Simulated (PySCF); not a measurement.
A structure optimised at PBE-D3(BJ)/def2-SVP, used in a PySCF frequency run:

```xyz
10

Si     1.0613    -0.4038    -0.6400
F      1.9270    -0.2352     0.7581
Si    -1.0526     0.5952    -0.2888
N     -1.9612    -0.0614     1.0619
H      0.9302    -1.8829    -0.9106
H      1.8648     0.2082    -1.7604
H     -1.8687     0.4119    -1.5433
H     -0.8513     2.0644    -0.0283
H     -2.2424    -1.0447     0.9962
H     -1.5692     0.1091     1.9936
```

Problem. Write its SMILES and formula.

Solution. N[SiH2][SiH2]F, FH₆NSi₂

Problem. What are its rotational constants (standard atomic weights)?

Solution. 7.5602, 2.2082, 1.9161 GHz
